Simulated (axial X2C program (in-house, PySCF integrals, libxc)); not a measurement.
## Ω levels of NdCl⁺ from open-shell CI on f3 s1 d(πδ)0

Computed with an in-house all-electron X2C program for linear molecules (integrals from PySCF): two-component X2C with atomic mean-field Coulomb and Gaunt terms, basis Nd dyall-v3z, Cl dyall-v3z (cores contracted in-house). Orbitals come from Hartree–Fock averaged over the configuration Nd f3 s1 d(πδ)0; CI then distributes these electrons over the f, s, d(πδ) shells of Nd.

R = 2.442 Å (near the minimum of the configuration average).

Active spinors (ω > 0):

```
shell    ω  ε (eV)                   character
    f  5/2   -3.42                   100% Nd f
    f  3/2   -3.34                   100% Nd f
    f  1/2   -3.30                    99% Nd f
    f  7/2   -3.12                   100% Nd f
    f  5/2   -3.05                   100% Nd f
    f  3/2   -3.00                   100% Nd f
    f  1/2   -2.98                    99% Nd f
    s  1/2   -7.96          68% Nd s, 28% Nd d
d(πδ)  3/2   -4.01                   100% Nd d
d(πδ)  5/2   -3.93                   100% Nd d
d(πδ)  1/2   -3.64  83% Nd d, 9% Nd p, 4% Cl p
d(πδ)  3/2   -3.54  84% Nd d, 8% Nd p, 4% Cl p
```

Lowest levels of this model:

```csv
Ω,energy (cm⁻¹),g∥,configuration
6,0,8.39,100% f3 d(πδ)1
5,360,6.79,100% f3 d(πδ)1
4,710,5.11,98% f3 d(πδ)1
3,1167,3.41,98% f3 d(πδ)1
7,1533,12.53,100% f3 d(πδ)1
2,1708,1.77,98% f3 d(πδ)1
6,1808,10.76,100% f3 d(πδ)1
5,2108,8.85,98% f3 d(πδ)1
1,2257,0.38,98% f3 d(πδ)1
4,2482,6.99,98% f3 d(πδ)1
0,2566,0.00,98% f3 d(πδ)1
3,2920,5.19,98% f3 d(πδ)1
8,3169,16.51,100% f3 d(πδ)1
2,3362,3.51,98% f3 d(πδ)1
7,3374,14.55,100% f3 d(πδ)1
4,3421,4.89,92% f3 s1 + 8% f3 d(πδ)1
0,3435,0.00,72% f3 d(πδ)1 + 28% f3 s1
1,3523,1.69,52% f3 d(πδ)1 + 47% f3 s1
3,3549,3.84,92% f3 s1 + 8% f3 d(πδ)1
2,3562,2.49,89% f3 s1 + 11% f3 d(πδ)1
6,3607,12.47,98% f3 d(πδ)1
1,3693,1.61,60% f3 d(πδ)1 + 39% f3 s1
0,3756,0.00,59% f3 s1 + 41% f3 d(πδ)1
5,3896,10.41,96% f3 d(πδ)1
5,4114,8.64,87% f3 s1 + 13% f3 d(πδ)1
4,4245,8.45,97% f3 d(πδ)1
3,4607,5.60,62% f3 s1 + 38% f3 d(πδ)1
2,4657,3.48,89% f3 s1 + 11% f3 d(πδ)1
1,4659,1.74,77% f3 s1 + 23% f3 d(πδ)1
0,4665,0.00,81% f3 s1 + 18% f3 d(πδ)1
```

g∥ is the magnitude of 2⟨Lz + ge Sz⟩ for the +Ω component.

Problem. From Ω and g∥ of the lowest level, whose 2⟨Lz + ge Sz⟩ is positive, find ⟨Sz⟩ and ⟨Lz⟩ (ge = 2.0023).

Solution. Ω = ⟨Lz⟩ + ⟨Sz⟩ = 6 and ⟨Lz⟩ + ge⟨Sz⟩ = 4.195, so ⟨Sz⟩ = -1.80 and ⟨Lz⟩ = 7.80.

Occupations of the active spinors in the lowest level by ω, shell by shell in order of energy: -7/2: 0.00; -5/2: 0.00 0.00 0.00; -3/2: 0.00 0.00 0.00 0.00; -1/2: 0.06 0.02 0.00 0.00; 1/2: 0.77 0.15 0.00 0.00; 3/2: 0.82 0.14 0.98 0.00; 5/2: 0.92 0.08 0.02; 7/2: 0.03. The leading determinant has weight 0.62 among 296.

This point took 1.8 s on 1 thread of Arm Neoverse V2, with other jobs on the host.

Dynamic correlation is missing, so gaps between terms are too wide and other configurations may lie lower; the lowest level listed is that of this model, not necessarily the ground state. The lowest levels belong to f3 d(πδ)1, not to the averaged configuration, so orbitals and distance suit them less well. At most 4 roots were kept for each Ω > 0 (twice that for Ω = 0) within 2.2 eV of the lowest, so higher up levels can be missing between those listed; levels with Ω > 0 are doubly degenerate and listed once, Ω = 0 levels singly. States that fill the shells left empty in the average are placed too high.
